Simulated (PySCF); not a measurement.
Hg2O, singlet: structure and spectrum

Computed with PySCF, PBE0, basis O def2-TZVP, Hg def2-TZVP with ECP60 (scalar-relativistic core potentials, no spin–orbit coupling, density fitting).

The structure is a minimum.

```xyz
3
charge 0 multiplicity 1, angstrom
O     0.0000    0.0000    0.0000
Hg    0.0000    0.0000    2.0427
Hg    0.0000    0.0000   -2.0427
```

* Point group: D∞h
* Bond lengths: O–Hg 2.043 Å (×2)
* Bond angles: Hg–O–Hg 180.0°
* Lowest empty level: -3.73 eV
* Heat capacity Cp at 298.15 K: 58.8 J/(mol K)
* Entropy at 298.15 K and 1 bar: 311.2 J/(mol K)
* Dipole moment: 0.00 D
* Principal quadrupole moments (Buckingham, traceless) about the centre of mass: -4.21, -4.21, 8.41 D Å
* Zero-point energy: 5.0 kJ/mol
* Highest occupied level: -6.74 eV
* Rotational symmetry number: 2
* Enthalpy at 298.15 K above 0 K: 14.79 kJ/mol
* Atomisation energy without zero-point energy: 73 kJ/mol
* Principal polarisabilities: 55.9, 55.9, 239.1 bohr³
* Rotational constants: 0.01 cm⁻¹

Harmonic modes (masses in u: O 15.995, Hg 201.971):
```csv
symmetry,ω (cm⁻¹),"IR (km/mol, summed over degenerate members)",μ (u)
πu,115,52.1,16.58
σg+,133,0.0,201.97
σu+,476,213,16.58
```

In D∞h the vibrations span πu + σg+ + σu+. The σg+ mode carries no infrared intensity, as symmetry demands. With a centre of inversion only u modes can be infrared active and only g modes Raman active.

Charges (e):
```
 atom  Mulliken  Löwdin  polar tensor  Mayer order to O1
   O1     -0.72   -0.58          0.18                  –
Hg2,3      0.36    0.29         -0.09               0.71
```
Other Mayer orders above 0.3: Hg–Hg 0.41.

Mulliken populations on O1: s 3.93, p 4.78, d 0.01, f 0.00.

Outer orbital energies (eV). occupied: -12.25, -12.24, -12.24, -11.86, -9.35, -7.38, -7.38, -6.74; empty: -3.73, -0.10, -0.10, -0.09.

Only a few start shapes were tried, so a lower isomer may exist. Spin–orbit coupling, left out here, can matter for elements this heavy.

The final relaxation and frequency run took 20 s on 2 threads of a shared Arm Neoverse V2 host, with 117 basis functions and 6 gradients; the process peaked at 1.1 GiB. Launch command: `OMP_NUM_THREADS=2 python axn.py task.json out`.
